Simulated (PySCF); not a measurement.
**Adding and removing an electron: MoCl**

M06-2X; PySCF, scalar-relativistic core potentials, basis sets Mo def2-TZVPPD with ECP28, Cl def2-TZVPPD. Neutral (UKS): sextet (σ ↑, π ↑↑, δ ↑↑), Re = 2.309 Å, ωe = 357 cm⁻¹, De = 4.21 eV, HOMO -7.32 eV, LUMO -6.19 eV.

MoCl⁺ (UKS): quintet (π ↑↑, δ ↑↑), Re = 2.214 Å, ωe = 451 cm⁻¹, De = 3.00 eV to Mo⁺ (4d5) + Cl. The energies at the minima are -528.27210 hartree for MoCl and -527.97013 for MoCl⁺.

(1) Work out the adiabatic ionisation energy, without and with harmonic zero-point energies (1 hartree = 27.2114 eV, 1 eV = 8065.5 cm⁻¹), and the change of the bond length.

MoCl⁻ (UKS): septet (σ ↑↑, π ↑↑, δ ↑↑), Re = 2.557 Å, ωe = 227 cm⁻¹, De = 1.65 eV to Mo (4d5 5s1) + Cl⁻. The energies at the minima are -528.27210 hartree for MoCl and -528.31167 for MoCl⁻.

(2) Work out the adiabatic electron affinity, without and with harmonic zero-point energies (1 hartree = 27.2114 eV, 1 eV = 8065.5 cm⁻¹), and the change of the bond length.

The metal atom is held in its measured ground configuration; semilocal functionals can put another filling of s and d lower by some tenths of an eV, and De to that atom would be smaller. These are scalar-relativistic numbers at best; spin–orbit coupling would shift them, the dissociation energy most. For an ion De counts to the pair picked by the measured ionisation energies or electron affinities, which need not be the lowest pair at this level. Counting both spins, an empty level lies below a filled one in some of these solutions, because spin and occupation are held. The state is the lowest single determinant that the PBE0 search found; with open d or f shells the true ground state can be another one.

## Answers

(1) At M06-2X: 0.30197 hartree = 8.217 eV between the minima; the zero-point term (451.0 − 357.0)/2 cm⁻¹ = +0.006 eV makes it 8.223 eV. Re changes by -9.5 pm against the neutral. The electron leaves a σ orbital; in so polar a molecule the change of length follows mostly from the change of the ionic charges.

(2) At M06-2X: 0.03957 hartree = 1.077 eV between the minima; the zero-point term (357.0 − 227.0)/2 cm⁻¹ = +0.008 eV makes it 1.085 eV. Re changes by +24.8 pm against the neutral. The electron enters a σ orbital; in so polar a molecule the change of length follows mostly from the change of the ionic charges.
